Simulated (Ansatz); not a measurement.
`[SiH3]O/C=C\S` and `[SiH3]/C=C\S` differ in one atom or group.

Ansatz, PBE0-D4/def2-TZVP geometries, multiplicity 1. Each molecule was computed in one conformer, which needn't be the lowest.

```csv
property,`[SiH3]O/C=C\S`
HOMO–LUMO gap (PBE0/def2-TZVPP) / eV,5.97
size of the dipole moment (ωB97M-V/def2-TZVPP) / D,1.85
HOMO–LUMO gap (PBE/def2-TZVPP) / eV,4.02
LUMO energy (PBE/def2-TZVPP) / eV,-0.94
HOMO–LUMO gap (ωB97M-V/def2-TZVPP) / eV,9.79
HOMO energy (PBE/def2-TZVPP) / eV,-4.96
```

Task: What does the change do to each property? (Estimate.)

Result: Ansatz gave: 
```csv
property,`[SiH3]/C=C\S`,shift
HOMO–LUMO gap (PBE0/def2-TZVPP) / eV,6.04,0.07
size of the dipole moment (ωB97M-V/def2-TZVPP) / D,0.59,-1.26
HOMO–LUMO gap (PBE/def2-TZVPP) / eV,4.08,0.06
LUMO energy (PBE/def2-TZVPP) / eV,-1.63,-0.69
HOMO–LUMO gap (ωB97M-V/def2-TZVPP) / eV,10.14,0.35
HOMO energy (PBE/def2-TZVPP) / eV,-5.71,-0.75
```

With PBE0 the HOMO falls by 0.73 eV and the LUMO falls by 0.67 eV, so the gap widens by about 0.06 eV. PBE moves the HOMO by -0.75 eV and ωB97M-V by -0.70 eV. Dipoles are sizes alone; their direction can turn.
